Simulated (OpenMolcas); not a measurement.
Pr3+: moving or changing the point charges

Pr3+ among 8 point charges of -1 e arranged as a cube (Oh), 2.46 Å from the ion.
```
   1.4203    1.4203    1.4203  -1.00
   1.4203    1.4203   -1.4203  -1.00
   1.4203   -1.4203    1.4203  -1.00
   1.4203   -1.4203   -1.4203  -1.00
  -1.4203    1.4203    1.4203  -1.00
  -1.4203    1.4203   -1.4203  -1.00
  -1.4203   -1.4203    1.4203  -1.00
  -1.4203   -1.4203   -1.4203  -1.00
```

```
Program             : OpenMolcas
Method              : SS-CASPT2, IPEA 0.25 Eh, imaginary shift 0.1 Eh (closed shells correlated: 5s 5p)
Basis               : ANO-RCC-VDZP [7s6p4d2f1g]
Scalar Hamiltonian  : DKH2, point nucleus
Active space        : 2 electrons in 7 orbitals (4f)
State averaging     : 2S+1 = 3 even, 21 roots; 2S+1 = 1 even, 27 roots kept (CI in the orbitals of an earlier block)
Spin-orbit coupling : state interaction with AMFI integrals over the reference wave functions
```

Runs around this geometry, states (labels of O, the rotations of Oh). Energies in cm-1 above the lowest state or level, χT in cm3 K/mol; under a threefold ground state the first gap can be a small split of the lowest multiplet, not the spin-orbit step.

```
R (Å)  Ground state  First state of that spin  First gap with spin-orbit (degeneracies)  Width of lowest J  χT at 300 K
 2.46           3T1                     3E 75                                170 (3, 2)                274        1.608
 2.71           3T1                     3E 94                                100 (3, 2)                175        1.633
 2.92           3T1                     3E 88                                 54 (3, 2)                 87        1.644
```

Taking the width of the lowest J multiplet as R^-n, n = -ln(87 / 274) / ln(2.92 / 2.46) = 6.7 between the shortest and longest distance.

Roots that are degenerate in the reference are averaged as groups; the widest CASPT2 spread within a group is 530 cm-1 (the 3-fold group of multiplicity 1 near 6490 cm-1 above the lowest state of its run, R = 2.92). Shifts and gaps below about the spread of the groups concerned are not significant. This is an electrostatic model: the charges have no orbitals. A group larger than the point group allows holds several states that coincide in this model. No measured value stands beside these numbers.
